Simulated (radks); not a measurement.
The numbers below are computed, except where a source is named.
P I, configuration [Ne] 3s2 3p3. Level of theory: non-relativistic Kohn-Sham, LDA (Slater exchange, VWN5 correlation), spin-unpolarised, spherical densities, point nucleus; hard spherical wall at 3.5 bohr (a radial shooting solver on a logarithmic mesh with Libxc functionals). Some entries of the table are withheld. Estimate them.

orbital,occ.,eigenvalue (hartree),r(max) (bohr),<r> (bohr)
1s,2,-75.62272,0.06824,0.1043
2s,2,-5.93877,0.4224,0.5256
2p,6,(1),0.3549,0.4893
3s,2,-0.22664,1.581,1.717
3p,3,0.13390,1.740,1.813
3d,0,(2),1.946,1.918
4s,0,1.43755,2.638,2.051
4p,0,1.73305,2.679,1.984

Answer. 
(1) 2p eigenvalue (hartree): -4.18194
(2) 3d eigenvalue (hartree): 0.66080
